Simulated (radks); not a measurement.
The numbers below are computed, except where a source is named.
Task: The table gives one normalised radial function P(r) = r R(r) of Ag20+ in [Ar] 3d9 (r in bohr). Level of theory: non-relativistic Kohn-Sham, LDA (Slater exchange, Perdew-Wang correlation), spin-unpolarised, spherical densities, point nucleus; relativity is left out, which matters for an element this heavy (a radial shooting solver on a logarithmic mesh with Libxc functionals).

r,P
0.001875,0.3514
0.002603,0.4710
0.003642,0.6265
0.005097,0.8159
0.007132,1.0300
0.009981,1.2416
0.01397,1.3933
0.01939,1.3909
0.02713,1.1052
0.03796,0.4134
0.05312,-0.6841
0.07434,-1.9216
0.1032,-2.7360
0.1444,-2.6607
0.2021,-1.7397
0.2828,-0.7054
0.3957,-0.1546
0.5493,-0.0160
0.7686,-0.0005
1.076,0.0000

Which n and l does it have? It may be an empty orbital.

Result: n = 2, l = 0: the number of nodes gives n - l - 1 = 1, the rise at small r (about r^(l+1)) gives l, and the extent must fit the shell. The curve is that of 2s. 2s: eigenvalue -4128.3 eV, 1 radial node at r = 0.0436 bohr, <r> = 0.140 bohr, 90 % of the charge inside 0.216 bohr.
